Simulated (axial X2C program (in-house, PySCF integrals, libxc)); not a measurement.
Values are calculated unless marked as measured or tabulated.
# PbI⁺: input and output of an EOM-EE-CCSD run

Program: an in-house all-electron X2C program for linear molecules (integrals from PySCF).

Input and command:
```json
{"zs": [82, 53], "q": 1, "bas": ["dyall-acv3z", "dyall-acv3z"], "r0": 2.77, "eom": "ee", "thr": -1.0, "nmax": 88}
```
```bash
python soeom.py task.json out
```

Keys: zs atomic numbers; q charge; bas basis sets; r0 starting distance in Å; eom kind of EOM run; thr threshold in hartree for freezing inner shells (an s shell follows its p shell); nmax most natural virtual spinors.

Output at R = 2.680 Å (near the PBE0 minimum at charge 1 of the determinant lowest at the starting distance; the state shown can have its own minimum elsewhere), reference PbI⁺:

```
two-component X2C + atomic mean field  HF
basis functions 318  fitting functions 1616  grid points 5800
iter        total energy     max residual
   1     -27995.680181748     8.02e-01
   2     -27995.729607387     7.83e-03
   3     -27995.730943761     5.26e-03
   4     -27995.731209216     1.06e-03
   5     -27995.731282470     4.29e-04
   6     -27995.731302752     2.66e-04
   7     -27995.731307933     1.04e-04
   8     -27995.731309615     5.88e-05
   9     -27995.731309850     1.71e-05
  10     -27995.731309887     7.35e-06
  11     -27995.731309893     4.07e-06
  12     -27995.731309894     1.72e-06
converged
one-electron -39984.95809423  Coulomb 11724.86839778  exact exchange -569.25642038  xc functional 0.00000000  nuclear repulsion 858.13588010  atomic mean-field constant -24.52107317
correlated 10  virtual 376  natural virtual 88  E(MP2) -0.191877980  MP2 remainder -0.021938359
iter   CCSD correlation   residual
   1     -0.183636463   1.20e-01
   2     -0.189176552   4.93e-02
   3     -0.190861750   2.16e-02
   4     -0.190904103   8.36e-03
   5     -0.190950929   3.17e-03
   6     -0.190955810   1.20e-03
   7     -0.190957429   3.79e-04
   8     -0.190960041   1.71e-04
   9     -0.190958892   7.93e-05
  10     -0.190959166   3.44e-05
  11     -0.190958868   1.33e-05
  12     -0.190958928   5.66e-06
  13     -0.190958930   2.33e-06
(T) -0.008743688  T1 0.0309  D1 0.0479  max T2 0.069
EOM-EE-CCSD roots
2*Omega      energy/Eh   energy/eV  one-particle weight
    0       0.10164317      2.7659      0.948
    0       0.11674314      3.1767      0.937
    0       0.12516614      3.4059      0.921
    0       0.13579626      3.6952      0.904
    0       0.14200478      3.8641      0.904
    2       0.09637591      2.6225      0.915
    2       0.10681941      2.9067      0.943
    2       0.13201224      3.5922      0.918
    2       0.15166787      4.1271      0.923
    4       0.09968622      2.7126      0.911
    4       0.14730304      4.0083      0.933
    4       0.17370103      4.7266      0.906
    6       0.14011866      3.8128      0.908
```
T1 in the output is the amplitude norm over the root of the electron number; divide by √2 for the Lee–Taylor value.

Reference electrons by ω block (each with its −ω partner): 1/2: 39, 3/2: 20, 5/2: 7, 7/2: 1. Root energies count from the CCSD energy of the reference. All roots sought are printed; those with a small one-particle weight need a further excitation, are placed far too high, and may in truth lie low or lowest. Inner shells are frozen, and levels at this size can be off by some tenths of an eV.
